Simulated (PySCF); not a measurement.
# Scandium: a sound run and one with changed settings

Sound run: Sc [Ar] 3d1 4s2, Sc⁺ [Ar] 3d1 4s1. All numbers are calculated (PySCF 2.14, scalar relativity by spin-free X2C-1e, in aug-cc-pVDZ-DK). The sound run starts from symmetry-adapted Hartree-Fock orbitals and uses a fine grid where one is needed.

Changed run: radial step 0.3 in ln r (0.13 in the sound run). This setting is unsound on purpose.

| species | method | sound run (hartree) | changed run (hartree) | converged |
| --- | --- | --- | --- | --- |
| Sc | UHF | -763.28346 | -763.28346 | yes |
| Sc | TPSS | -764.20301 | -764.20285 | yes |
| Sc | B3LYP | -764.20894 | -764.20779 | yes |
| Sc⁺ | UHF | -763.08515 | -763.08515 | yes |
| Sc⁺ | TPSS | -763.96653 | -763.96643 | yes |
| Sc⁺ | B3LYP | -763.96667 | -763.96565 | yes |

Ionisation energy of Sc:

```json
{"method": "UHF", "sound run (eV)": "5.396", "changed run (eV)": "5.396"}
{"method": "TPSS", "sound run (eV)": "6.435", "changed run (eV)": "6.433"}
{"method": "B3LYP", "sound run (eV)": "6.593", "changed run (eV)": "6.589"}
```

A coarse radial grid mis-integrates the density and the exchange-correlation energy, with errors of either sign; Hartree-Fock needs no grid.

For comparison, NIST gives 6.561 eV between the lowest levels.
